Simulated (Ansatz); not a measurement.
Reaction (cleavage of the Si–Si bond): `O[SiH2][SiH2][SiH2]F` + H–F → `F[SiH2][SiH2]F` + `O[SiH3]`

Computed with Ansatz on PBE0-D4/def2-TZVP structures; ΔE is electronic, products minus reactants. CBS: MP2 limit from def2 TZ/QZ plus the TZ coupled-cluster correction, frozen cores. This one scheme is used for every species. Functionals use def2-TZVPP. B3LYP here is the variant with VWN-RPA as its local correlation; programs differ in this. Each species was taken in one conformer, which may not be the lowest.

`O[SiH2][SiH2][SiH2]F`:

Cartesian coordinates in Å:
```
O 1.450 1.378 -0.714
Si 1.532 0.464 0.664
Si -0.665 -0.255 1.021
Si -1.556 -0.709 -1.096
F -2.990 -1.425 -0.969
H 2.256 1.787 -1.033
H 2.076 1.253 1.806
H 2.433 -0.711 0.476
H -1.468 0.793 1.708
H -0.659 -1.485 1.861
H -1.746 0.540 -1.875
H -0.664 -1.630 -1.849
```

H–F:

```xyz
2

F    -0.311    0.157   -0.301
H     0.311   -0.157    0.301
```

`F[SiH2][SiH2]F`:

```xyz
8

F    -0.522   -2.151   -0.473
Si    0.061   -0.723   -0.927
Si   -0.061    0.723    0.927
F     0.521    2.151    0.473
H     1.461   -0.920   -1.381
H    -0.758   -0.230   -2.064
H    -1.461    0.918    1.382
H     0.759    0.231    2.064
```

`O[SiH3]`:

Cartesian coordinates in Å:
```
O 1.258 -0.234 0.074
Si -0.383 -0.087 0.045
H 1.779 0.502 -0.249
H -0.848 1.057 0.877
H -0.914 -1.356 0.593
H -0.892 0.118 -1.339
```

CCSD(T)/CBS gives -26.4 kcal/mol.

Task: Another level gave -21.2 kcal/mol. Which?
A. r2SCAN-D4/def2-TZVPP
B. PBE0/def2-TZVPP
C. B3LYP/def2-TZVPP
D. PBE-D4/def2-TZVPP

Result: D. PBE-D4 -21.2, B3LYP -30.1, r2SCAN-D4 -26.1, PBE0 -24.0 kcal/mol.

Largest T1 diagnostic among the species: 0.013.

From PBE to PBE0 (25 % exact exchange), in def2-TZVPP and without D4, ΔE moves by −1.0 kcal/mol. The D4 term adds +2.9 kcal/mol with B3LYP and +1.7 kcal/mol with PBE0; it sums over pairs of atoms, weighted by their polarisabilities, and B3LYP, whose exchange is more repulsive, gets the larger term.
